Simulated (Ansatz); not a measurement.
Harmonic frequencies (cm⁻¹) at PBE0-D4/def2-TZVP from Ansatz: 604, 604, 625, 1820, 1820, 1828.

Problem. Which molecule is it?
A. `[Cl][In]([Cl])[Cl]`
B. `[InH3]`
C. `[F][InH][I]`
D. `[CH3][InH2]`

Solution. B.
